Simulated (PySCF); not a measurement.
C₂H₅ClFNSi, SMILES Cl[Si](C=C)(N)F.

Geometry: B3LYP-D3(BJ)/def2-SVP. The structure was generated by enumeration, and PubChem lists no compound with its InChIKey, so it may never have been made. Other conformers were not sampled.

Two levels are set side by side: PBE/def2-TZVP (PySCF) and HF/def2-TZVP (PySCF). Same geometry, gas phase. Differences are taken from unrounded values.

```
quantity                         HF    PBE  PBE minus HF
---------------------------  ------  -----  ------------
orbital gap (eV)              13.61   4.76         -8.84
highest occupied level (eV)  -10.77  -6.71          4.06
lowest empty level (eV)        2.83  -1.94         -4.78
dipole moment (D)              2.98   2.67         -0.31
mean polarisability (bohr³)    60.6   66.9           6.3
```

PBE's occupied levels lie high since its potential decays too fast outside the molecule; exact exchange lowers them and widens the gap. Loosely held outer electrons make PBE densities more polarisable. Differences between two approximate levels are no errors against the true value.

Rough cost on one machine, each run with all the roots and properties that it gave: HF against PBE about 1/3.
